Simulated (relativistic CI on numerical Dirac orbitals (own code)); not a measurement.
**Slater and spin-orbit integrals, Os55+**

These numbers are calculated, not measured: Dirac-Coulomb-Breit CI, orbitals from a KLI potential per configuration, model QED, unscaled Slater integrals (own radial code, finite nucleus).

Slater integrals F^k, G^k are unscaled and averaged over j, outside the closed core [Ne]; ζ comes from projecting the Hamiltonian with its Breit term on Σ l·s of the shell.

- 3s2.3p6.3d3: F^2(3d,3d) = 633090, F^4(3d,3d) = 409410, ζ(3d) = 272470 cm⁻¹; <r>(3d) = 0.1618, <r^2>(3d) = 0.03028 (bohr units).
- 3s2.3p5.3d4: ζ(3p) = 2.0369e+06, F^2(3d,3d) = 632270, F^4(3d,3d) = 408850, F^2(3p,3d) = 543990, G^1(3p,3d) = 573150, G^3(3p,3d) = 384340, ζ(3d) = 270420 cm⁻¹; <r>(3p) = 0.1812, <r^2>(3p) = 0.0381, <r>(3d) = 0.162, <r^2>(3d) = 0.03036 (bohr units).
- 3s.3p6.3d4: F^2(3d,3d) = 631980, F^4(3d,3d) = 408660, G^2(3s,3d) = 443290, ζ(3d) = 271540 cm⁻¹; <r>(3s) = 0.1835, <r^2>(3s) = 0.03854, <r>(3d) = 0.1621, <r^2>(3d) = 0.03038 (bohr units).

(1) Give the Racah parameters of the d shell in 3s2.3p6.3d3.

Averages of the first 10 configurations, taken without configuration mixing, which lowers the lowest level and can move excited configurations by several eV; other configurations of the list can lie among them:

```tsv
Configuration	Parity	States	Average energy above the lowest level (eV)
3s2.3p6.3d3	even	120	157.2
3s2.3p5.3d4	odd	1260	646.2
3s.3p6.3d4	even	420	1134.6
3s2.3p6.3d2.4s	even	90	2260.8
3s2.3p6.3d2.4p	odd	270	2447.2
3s2.3p6.3d2.4d	even	450	2642.8
3s2.3p5.3d3.4s	odd	1440	2738.9
3s2.3p6.3d2.4f	odd	630	2783.1
3s2.3p5.3d3.4p	even	4320	2925.7
3s.3p6.3d3.4s	even	480	3229.9
```

Answers

(1) B = F²/49 − 5F⁴/441 = 8278 cm⁻¹ and C = 35F⁴/441 = 32493 cm⁻¹.
